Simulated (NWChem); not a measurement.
System: NiClF, triplet; SMILES [Cl][Ni][F]

Input file for NWChem:

```
start job
memory heap 200 mb stack 900 mb global 1100 mb
geometry units angstroms noautoz
  Ni    -0.086957    -0.057417     0.375635
  F     -0.150000    -0.099041     2.086317
  Cl    -0.021083    -0.013923    -1.690904
end
basis spherical
  Ni library def2-svp
  F library def2-svp
  Cl library def2-svp
end
dft
  odft
  mult 3
  xc xctpssh
  iterations 150
  mulliken
end
task dft energy
```

The geometry was optimised at PBE0/def2-SVP, spin-unrestricted. This spin state was assumed; another may lie lower. No stability test was run on the SCF state.

Problem. Predict the main results of this run. (TPSSh/def2-SVP, spin-unrestricted.) Quantities: energy (Ha); highest occupied level (eV); lowest empty minus highest occupied level, either spin (eV); dipole (D); <S²>.

Solution. The energy (Ha) comes out as -2068.02, the highest occupied level (eV) comes out as -8.09 and the lowest empty minus highest occupied level, either spin (eV) comes out as 3.11. The dipole (D) is 0.25. The <S²> comes out as 2.00.
